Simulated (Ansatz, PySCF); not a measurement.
Reaction (SMILES): NB(N)Cl -> [NH-]B(N)Cl + H+
Each molecule is optimised on its own at B3LYP-D3(BJ)/def2-TZVP (Ansatz, an electronic-structure program), one conformer each, not searched for the lowest. Frequencies are from Ansatz or PySCF.
Geometry of the first species:
```xyz
8

B      0.0377    -0.3799     0.2317
Cl    -0.1142     1.1521    -0.7027
N      1.3276    -0.9079     0.4162
N     -1.1419    -0.9641     0.7256
H      1.5145    -1.7558     0.9220
H      2.1444    -0.4576     0.0458
H     -1.1603    -1.8167     1.2571
H     -2.0442    -0.5528     0.5705
```

Quantity: gas-phase deprotonation energy (enthalpy at 298 K, with B3LYP-D3(BJ) rigid-rotor harmonic-oscillator terms), in kcal/mol. Correlated levels leave the core frozen unless marked. No spin-orbit coupling. No relativistic terms. Anions need diffuse functions: aug- sets have them; def2-D sets add few; the other sets have none. Basis-set limits of correlation are two-point, X^-3; Hartree-Fock from the larger set. The bracket is a focal-point correction in the basis named.

```tsv
level	program	gas-phase deprotonation energy (kcal/mol)
HF/cc-pVTZ	Ansatz	384.6
HF/aug-cc-pV(Q+d)Z	Ansatz	381.3
HF/cc-pV(Q+d)Z	Ansatz	382.7
PBE-D3(BJ)/def2-TZVPD	Ansatz + dftd3	369.3
```

**Question.** What does RI-MP2/CBS(aug-cc-pV(T+d)Z,aug-cc-pV(Q+d)Z)+[CCSD(T)-MP2]/aug-cc-pV(T+d)Z (Ansatz) give?

**Answer.** 371.9 kcal/mol, so PBE-D3(BJ)/def2-TZVPD differs from it by -2.6 kcal/mol.
